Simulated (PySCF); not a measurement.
## Energy of Au²⁺ (gold, charge +2) between two integer charges

The 5d beta orbital of [Xe] 4f14 5d9 is emptied in steps (occupation f), with all orbitals relaxed, ending at [Xe] 4f14 5d8. Calculation: PySCF 2.14, in def2-SVP with the def2 core potential (60 electrons); scalar relativity through the core potential. The exact energy is a straight line in f; departures are measured from the line between the end points of the same method.

```tsv
f	BHandHLYP (eV)	wB97X (eV)	HSE06 (eV)
1	0.000	0.000	0.000
0.8	-0.415	-0.313	-0.777
0.6	-0.630	-0.474	-1.172
0.4	-0.637	-0.478	-1.177
0.2	-0.430	-0.321	-0.787
0	0.000	0.000	0.000
```

```
   method  E(f=0) − E(f=1) (eV)  −ε at f=1 (eV)  −ε at f=0.4 (eV)
BHandHLYP                32.575          30.016            33.067
    wB97X                32.767          30.840            33.147
    HSE06                32.779          27.949            33.736
```

Orbital energy along the path (eV):

```csv
f,BHandHLYP,wB97X,HSE06
1,-30.016,-30.840,-27.949
0.8,-30.994,-31.575,-29.843
0.6,-32.013,-32.349,-31.775
0.4,-33.067,-33.147,-33.736
0.2,-34.160,-33.961,-35.717
0,-35.300,-34.774,-37.720
```

Reference removal energy between the ground levels: 30 ± 1.6 eV (theoretical estimate listed by NIST; NIST Atomic Spectra Database, ionization energies). The calculation has no spin-orbit coupling. The determinant left behind need not be the lowest term of the ion.
